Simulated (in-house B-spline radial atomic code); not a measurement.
Pd³⁶⁺. Computed with a B-spline radial atomic code. Model: all-electron spherical atom, spin shells full or empty, radial basis limit, no spin-orbit coupling: exact exchange with a local potential (Slater, KLI or optimised effective potential, whose far tail is KLI's), no correlation.

Exchange potential has not reached -1/r at the last radius.

The run also made RPA and GW results, which its time includes.

The Slater potential averages the orbital exchange potentials with the orbital densities as weights, KLI adds orbital constants, and the optimised effective potential minimises the exact-exchange energy among local potentials. So their energies lie above Hartree-Fock in the order OEP, KLI, Slater. All fall off as −1/r, unlike LDA and GGA exchange.

Command:
```bash
python run_gw.py task.json out
```
Settings (lengths in bohr, energies in hartree):
```
Z                      46
electrons              10
configuration          [He] 2s2 2p6
hamiltonian            nr
method                 kli
lmax                   9
spin_polarised         False
box_radius             2.67
intervals              63
```

Run time, properties included: 0.8 s on 1 thread of Intel(R) Xeon(R) 6975P-C (Granite Rapids) (shared host).

Given: hamiltonian non-relativistic; mean-field start exchange-only KLI.

Computed: energy above Hartree-Fock 2.8134 millihartree; virial ratio -E/T less 1 0.000291.

```json
{"radius (bohr)": "0.00109", "r times exchange potential (hartree bohr)": "-0.042865"}
{"radius (bohr)": "0.00128", "r times exchange potential (hartree bohr)": "-0.050299"}
{"radius (bohr)": "0.00151", "r times exchange potential (hartree bohr)": "-0.059278"}
{"radius (bohr)": "0.00178", "r times exchange potential (hartree bohr)": "-0.069779"}
{"radius (bohr)": "0.0021", "r times exchange potential (hartree bohr)": "-0.082165"}
{"radius (bohr)": "0.00248", "r times exchange potential (hartree bohr)": "-0.096778"}
{"radius (bohr)": "0.00292", "r times exchange potential (hartree bohr)": "-0.11355"}
{"radius (bohr)": "0.00344", "r times exchange potential (hartree bohr)": "-0.13315"}
{"radius (bohr)": "0.00406", "r times exchange potential (hartree bohr)": "-0.15614"}
{"radius (bohr)": "0.00478", "r times exchange potential (hartree bohr)": "?"}
{"radius (bohr)": "0.00564", "r times exchange potential (hartree bohr)": "-0.21266"}
{"radius (bohr)": "0.00665", "r times exchange potential (hartree bohr)": "-0.24703"}
{"radius (bohr)": "0.00784", "r times exchange potential (hartree bohr)": "-0.28559"}
{"radius (bohr)": "0.00924", "r times exchange potential (hartree bohr)": "-0.32812"}
{"radius (bohr)": "0.0109", "r times exchange potential (hartree bohr)": "-0.37449"}
{"radius (bohr)": "0.0128", "r times exchange potential (hartree bohr)": "-0.42209"}
{"radius (bohr)": "0.0151", "r times exchange potential (hartree bohr)": "-0.47206"}
{"radius (bohr)": "0.0179", "r times exchange potential (hartree bohr)": "-0.52219"}
{"radius (bohr)": "0.0211", "r times exchange potential (hartree bohr)": "-0.56644"}
{"radius (bohr)": "0.0248", "r times exchange potential (hartree bohr)": "-0.60278"}
{"radius (bohr)": "0.0293", "r times exchange potential (hartree bohr)": "-0.63029"}
{"radius (bohr)": "0.0345", "r times exchange potential (hartree bohr)": "-0.64749"}
{"radius (bohr)": "0.0407", "r times exchange potential (hartree bohr)": "-0.6622"}
{"radius (bohr)": "0.048", "r times exchange potential (hartree bohr)": "-0.69218"}
{"radius (bohr)": "0.0566", "r times exchange potential (hartree bohr)": "-0.75965"}
{"radius (bohr)": "0.0667", "r times exchange potential (hartree bohr)": "-0.86926"}
{"radius (bohr)": "0.0786", "r times exchange potential (hartree bohr)": "-1.0033"}
{"radius (bohr)": "0.0927", "r times exchange potential (hartree bohr)": "-1.1385"}
{"radius (bohr)": "0.109", "r times exchange potential (hartree bohr)": "-1.2525"}
{"radius (bohr)": "0.129", "r times exchange potential (hartree bohr)": "?"}
{"radius (bohr)": "0.152", "r times exchange potential (hartree bohr)": "-1.3734"}
{"radius (bohr)": "0.179", "r times exchange potential (hartree bohr)": "-1.3677"}
{"radius (bohr)": "0.211", "r times exchange potential (hartree bohr)": "-1.3282"}
{"radius (bohr)": "0.249", "r times exchange potential (hartree bohr)": "-1.2691"}
{"radius (bohr)": "0.293", "r times exchange potential (hartree bohr)": "-1.2055"}
{"radius (bohr)": "0.346", "r times exchange potential (hartree bohr)": "-1.143"}
{"radius (bohr)": "0.408", "r times exchange potential (hartree bohr)": "-1.0866"}
```

Q: What belongs in the row 0.00478?

A: r times exchange potential (hartree bohr): -0.1823.

Q: What belongs in the row 0.129?

A: r times exchange potential (hartree bohr): -1.3359.

```json
{"occupied": "1s", "level (hartree)": "-944.04", "Hartree-Fock level (hartree)": "-952.81"}
{"occupied": "2s", "level (hartree)": "-201.36", "Hartree-Fock level (hartree)": "-202.11"}
{"occupied": "2p", "level (hartree)": "-193.7", "Hartree-Fock level (hartree)": "-193.7"}
```

| empty | level (hartree) |
| --- | --- |
| 3s | -84.1 |
| 3p | -81.618 |
| 3d | -78.381 |
| 4s | -45.932 |
| 4p | -44.891 |
| 4d | ? |
| 4f | -43.057 |

Q: What belongs in the row 4d?

A: level (hartree): -43.635.

The highest level, 2p, differs from Hartree-Fock by +0.048 eV and the deepest, 1s, by +239 eV: a local potential can match the highest level but can't give each shell its own exchange.
